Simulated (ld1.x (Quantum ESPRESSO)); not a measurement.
**What one change does to a pseudopotential (bromine, ultrasoft)**

ld1.x (Quantum ESPRESSO) 7.5 input, shortened:

```
&input
   title='Br', zed=35., rel=1, dft='PW91', iswitch=3,
   config='[Ar] 3d10 4s2 4p4 4d-2'
 /
 &inputp
   pseudotype=3, tm=.true., lloc=-1, rcloc=1.00,
   nlcc=.true., new_core_ps=.true.
 /
5
4S  1  0   2.00   0.00  1.05  1.40  0.0
4S  1  0   0.00   0.70  1.05  1.40  0.0
4P  2  1   4.00   0.00  1.20  1.30  0.0
4P  2  1   0.00  -0.80  1.20  1.30  0.0
4D  3  2  -2.00   0.05  1.05  1.35  0.0
 &test
   configts(1)='4s2 4p4'
 /
```

All-electron outer shells of the reference configuration (PW91, scalar-relativistic, ld1.x):

| shell | level (eV) | outermost node (bohr) | outermost maximum (bohr) |
| --- | --- | --- | --- |
| 4s | -30.48 | 0.67 | 1.41 |
| 4p | -17.53 | 0.70 | 1.62 |

Change: local potential all-electron potential smoothed inside 1.00 bohr (lloc = -2).

Cutoffs: the cutoffs (Ry, on a coarse ladder) from which the occupation-weighted sum of valence levels, in a spherical-Bessel basis at the reference potential, stays within 10 and 1 mRy of its value at 400 Ry; they do not see the model core or the augmentation charge, which bear on the density cutoff. Errors are all-electron minus pseudo energies relative to the spin-unpolarised reference configuration.

**Question.** How do hardness, ghosts and transferability respond?

**Answer.** The potential gets softer (55 Ry and 60 Ry → 25 Ry and 55 Ry); the bound ghosts move from p, s to p; the errors of the 7 common tests hardly move. A state that the projectors do not describe sees the local part alone, so a deeper or shallower local part can create or remove a ghost.

| quantity | base | changed |
| --- | --- | --- |
| cutoff, loose | 55 Ry | 25 Ry |
| cutoff, tight | 60 Ry | 55 Ry |
| loose cutoff by channel (10 mRy a level) | s 15 Ry, p 8 Ry | s 18 Ry, p 10 Ry |
| bound ghosts | p, s | p |
| error for 4s2 4p5, meV [ΔE -12.61 eV] | +1.0 | +1.0 |
| error for 4s2 4p3, meV [ΔE 22.83 eV] | -7.9 | -7.8 |
| error for 4s2 4p2, meV [ΔE 56.91 eV] | -35 | -35 |
| error for 4s1 4p6, meV [ΔE -0.22 eV] | -5.6 | -5.7 |
| error for 4s2 4p4.5, meV [ΔE -7.51 eV] | +0.9 | +0.9 |
| error for 4s1 4p5, meV [ΔE 13.03 eV] | -12 | -12 |
| error for 4s2 4p1, meV [ΔE 103.05 eV] | -101 | -100 |
| s: phases at 1.55 bohr within 0.05 rad from the reference energy up to (Ry; the scan ends near 5) | to the end of the scan | to the end of the scan |
| p: phases at 1.55 bohr within 0.05 rad from the reference energy up to (Ry; the scan ends near 5) | to the end of the scan | to the end of the scan |
| d: phases at 1.55 bohr within 0.05 rad from the reference energy up to (Ry; the scan ends near 5) | 1.1 | 1.2 |
| lowest overlap eigenvalue by channel | s 0.41, p 0.44, d 1.00 | s 0.46, p 0.45, d 1.00 |

 A true bound ghost makes a file unfit for plane-wave use even where its test errors are small: the radial tests pick states by their node count and pass the ghost by.
